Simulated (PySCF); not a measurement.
Species: 4-ethynylaniline, C8H7N.
InChI=1S/C8H7N/c1-2-7-3-5-8(9)6-4-7/h1,3-6H,9H2

Method: PySCF, PBE0-D3(BJ)/def2-SVP geometry optimisation, gas phase.

Take the most abundant isotopes and a rigid rotor. 

Problem. Give the principal moments of inertia and the rotational constants in GHz.

Solution. Ia = 90.00, Ib = 514.27, Ic = 604.01 u·Å²; 505379 MHz·u·Å²/I gives 5615, 982.7 and 836.7 MHz, that is A = 5.6151, B = 0.9827, C = 0.8367 GHz.

Problem. What kind of rotor is it?

Solution. A near-prolate asymmetric top; Ray's κ = -0.939.

Problem. What does the inertial defect say?

Solution. Not planar: Δ = Ic − Ia − Ib = -0.27 u·Å². For a rigid frame Δ = −2 Σ m c², so Σ m c² = 0.13 u·Å² lies off the ab plane: 0.11 from hydrogen and 0.02 from heavier atoms. The atom farthest from that plane is 0.24 Å away.

Problem. Which lines would a microwave search look for?

Solution. The dipole components are |μa| = 3.06 D, |μb| = 0.00 D, |μc| = 0.79 D; the mirror of this Cs structure is the ac plane, so μb vanishes by symmetry and there are no b-type lines. Intensities carry the squares of the components, which stand as 1.00 : 0.07 (a : c). Some lines, for components of 0.1 D or more:

```json
{"type": "a", "branch": "Q", "J(Ka,Kc)": "2(1,1) ← 2(1,2)", "MHz": "438", "lower level (cm⁻¹)": "0.332"}
{"type": "a", "branch": "R", "J(Ka,Kc)": "1(0,1) ← 0(0,0)", "MHz": "1819", "lower level (cm⁻¹)": "0.000"}
{"type": "a", "branch": "R", "J(Ka,Kc)": "2(1,2) ← 1(1,1)", "MHz": "3493", "lower level (cm⁻¹)": "0.215"}
{"type": "a", "branch": "R", "J(Ka,Kc)": "2(0,2) ← 1(0,1)", "MHz": "3635", "lower level (cm⁻¹)": "0.061"}
{"type": "a", "branch": "R", "J(Ka,Kc)": "2(1,1) ← 1(1,0)", "MHz": "3785", "lower level (cm⁻¹)": "0.220"}
{"type": "c", "branch": "Q", "J(Ka,Kc)": "2(1,2) ← 2(0,2)", "MHz": "4490", "lower level (cm⁻¹)": "0.182"}
{"type": "c", "branch": "Q", "J(Ka,Kc)": "1(1,1) ← 1(0,1)", "MHz": "4632", "lower level (cm⁻¹)": "0.061"}
{"type": "c", "branch": "R", "J(Ka,Kc)": "1(1,0) ← 0(0,0)", "MHz": "6598", "lower level (cm⁻¹)": "0.000"}
{"type": "c", "branch": "R", "J(Ka,Kc)": "2(1,1) ← 1(0,1)", "MHz": "8563", "lower level (cm⁻¹)": "0.061"}
{"type": "c", "branch": "Q", "J(Ka,Kc)": "2(2,1) ← 2(1,1)", "MHz": "13897", "lower level (cm⁻¹)": "0.346"}
{"type": "c", "branch": "R", "J(Ka,Kc)": "2(2,0) ← 1(1,0)", "MHz": "17685", "lower level (cm⁻¹)": "0.220"}
{"type": "c", "branch": "R", "J(Ka,Kc)": "2(2,1) ← 1(1,1)", "MHz": "17828", "lower level (cm⁻¹)": "0.215"}
```

Problem. Estimate the classical rotational partition function at 10 K, 50 K and 298.15 K.

Solution. Point group Cs, symmetry number σ = 1; q = (√π/σ)·√((kT/h)³/(ABC)), k/h = 20836.6 MHz/K: 2480 at 10 K, 27700 at 50 K, 404000 at 298.15 K.

Not checked by PBE0-D3(BJ)/def2-SVP frequencies. Zero-point vibration and centrifugal distortion are left out. A rigid rotor knows nothing of inversion at nitrogen, which can split or shift real lines. Quadrupole hyperfine structure (14N) is left out.

Shape of the structure used: `[CH:1]#[C:2][c:3]1[cH:4][cH:5][c:6]([NH2:7])[cH:8][cH:9]1`: H–N7–C6–C5 162°, H–N7–C6–C5 20°.
